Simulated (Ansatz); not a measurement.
Reactions of `S[Si](S)(Cl)Br`.

Computed with Ansatz on PBE0-D4/def2-TZVP structures; ΔE is electronic, products minus reactants. CCSD(T)/CBS is the MP2 limit (def2-TZVPP, def2-QZVPP) plus CCSD(T) − MP2 in def2-TZVPP, frozen cores. This one scheme is used for every species, atoms too. For atomizations the MP2-based limit and the directly extrapolated one differ by several kJ/mol either way, and by 10 to 25 for some Ge, Se and Sn compounds, so smaller differences from it don't rank the levels. Functionals use def2-TZVPP. Open shells (•) are unrestricted, without spin–orbit coupling. Spin–orbit coupling would lower the free atoms: a little for Cl, S, Si; clearly for Br. Bonds to Br are less sure, by a few kJ/mol each and by 10 to 20 or more in all where they break to atoms, as the def2 sets lack core-valence functions. Scalar relativity is left out up to krypton. Each species was taken in one conformer, which may not be the lowest.

| reaction | CCSD/CBS(def2) (kJ/mol) | PBE-D4 (kJ/mol) | PBE0-D4 (kJ/mol) | MP2/CBS(def2) (kJ/mol) | CCSD(T)/CBS(def2) (kJ/mol) |
| --- | --- | --- | --- | --- | --- |
| `S[Si](S)(Cl)Br` + H₂O → `O[Si](S)(Cl)Br` + H₂S | -49 | -35 | -39 | -38 | -45 |
| `S[Si](S)(Cl)Br` + HCl → `S[Si](S)(Cl)Cl` + HBr | -5 | -5 | -5 | -2 | -4 |
| `S[Si](S)(Cl)Br` → Br• + Cl• + 2 H• + 2 S• + Si• | 2088 | 2167 | 2136 | 2212 | 2140 |
| `S[Si](S)(Cl)Br` → `ClBr` + `S[Si]S` | 448 | 420 | 448 | 485 | 448 |
| `S[Si](S)(Cl)Br` + H₂ → `S[SiH](S)Cl` + HBr | 68 | 75 | 73 | 88 | 73 |
| `S[Si](S)(Cl)Br` → `Cl[Si]Br` + `SS` | 304 | 289 | 310 | 336 | 307 |
| `S[Si](S)(Cl)Br` + H₂O → `O[Si](S)(S)Cl` + HBr | -18 | -12 | -13 | -7 | -15 |

Largest T1 diagnostic: 0.015, for `S[Si]S`.
